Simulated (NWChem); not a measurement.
System: triflate (CF3O3S anion); SMILES O=S(C(F)(F)F)([O-])=O

Here is an NWChem input.

```
start job
memory heap 200 mb stack 900 mb global 1100 mb
charge -1
geometry units angstroms noautosym nocenter noautoz
  O      1.025720     1.025720     1.256337
  S      0.000000     0.000000     0.938698
  O      0.375440    -1.401159     1.256337
  O     -1.401159     0.375440     1.256337
  C      0.000000     0.000000    -0.960998
  F      1.209780    -0.324159    -1.458352
  F     -0.324159     1.209780    -1.458352
  F     -0.885620    -0.885620    -1.458352
end
basis spherical
  O library 6-31g*
  S library 6-31g*
  C library 6-31g*
  F library 6-31g*
end
dft
  xc hfexch
  iterations 150
  mulliken
end
task dft energy
esp
  recalculate
  probe 0.07
  range 0.3
  factor 1.0
  spacing 0.02
end
task esp
```

Sets without diffuse functions describe the anion's extra electron poorly. Structure relaxed at the B3LYP/def2-SVPD level. No frequency run checked for a minimum.

Atomic charges in e: unrestrained fits to the electrostatic potential beside Mulliken populations; buried atoms are poorly determined by the fit.

Atoms are numbered as in the input.

Problem. What results follow from this input? (Hartree-Fock/6-31G* (spherical d).) Quantities: ESP O1; Mulliken O1; ESP S2; Mulliken S2; ESP O3; Mulliken O3; ESP O4; Mulliken O4; ESP C5; Mulliken C5; relative RMS misfit of the potential (%).

Solution. The ESP O1 is -0.70, the Mulliken O1 is -0.78 and the ESP S2 is 1.25. The Mulliken S2 comes out as 1.67 and the ESP O3 is -0.70. The Mulliken O3 is -0.78, the ESP O4 is -0.70 and the Mulliken O4 is -0.78. The ESP C5 is 0.61 and the Mulliken C5 comes out as 0.93. The relative RMS misfit of the potential (%) comes out as 3.
